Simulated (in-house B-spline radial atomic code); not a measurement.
A run on neutral germanium (an excited or competing configuration) that did not converge. Method: non-relativistic B97-1, spin-polarised, spherical fractional occupations, point nucleus; computed with an all-electron radial atomic-structure program (B-spline basis).

Command:
```bash
python run_scf.py task.json out
```
Settings:
```
Z                32
configuration    [Ar] 3d9 4s2 4p2 4f1
hamiltonian      nr
method           b97_1
spin_polarised   True
```

First and last ten iterations of the last attempt (damped for 15 steps, keeping 80 % of the old Fock matrix, then DIIS):
```
 iter        energy (Eh)    residual
    1       -2074.047388    4.12e-01
    2       -2074.477332    2.00e-01
    3       -2075.011999    1.18e-01
    4       -2075.216719    6.80e-02
    5       -2075.291533    3.88e-02
    6       -2075.318153    2.27e-02
    7       -2075.327592    1.58e-02
    8       -2075.330999    1.13e-02
    9       -2075.332249    8.19e-03
   10       -2075.332719    6.03e-03
  111       -2075.333173    4.10e-04
  112       -2075.333097    7.58e-05
  113       -2075.333112    1.08e-04
  114       -2075.333182    2.31e-04
  115       -2075.333131    8.62e-05
  116       -2075.333072    1.05e-04
  117       -2075.333079    9.30e-05
  118       -2075.333129    8.54e-05
  119       -2075.333140    1.25e-04
  120       -2075.333152    1.90e-04
 not converged after 120 iterations
```

The smallest residual met was 6.5e-05; the threshold is about 3e-07. No energy from this run should be used. Time taken, with all properties: 3.1 s on 1 thread of Arm Neoverse V2, with other jobs on the host.
